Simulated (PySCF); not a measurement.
Radial density of La (lanthanum, neutral)

UHF, [Xe] 5d3, high-spin 4F determinant (an excited configuration). Computed with PySCF 2.14 in def2-TZVPPD with the def2 core potential (46 electrons) (6s5p3d2f1g, 59 functions), with scalar relativity through the core potential. This is the valence pseudo-density: the core potential removes the inner electrons and smooths the orbitals near the nucleus.

```
r (bohr)  4πr²ρ (e/bohr)  4πr²(ρα − ρβ)
   0.110       2.602e-05         0.0000
   0.185       0.0001448         0.0000
   0.311        0.001325         0.0000
   0.523         0.03154        -0.0002
   0.880           1.190         0.0003
    1.48           6.689         0.3615
    2.49           2.989         1.0496
    4.19          0.5540         0.5091
    7.04         0.06784         0.0678
    11.8       0.0001136         0.0001
```

Energies and moments cover only the electrons outside the core potential. Spin-orbit coupling, absent here, splits the open shell strongly.
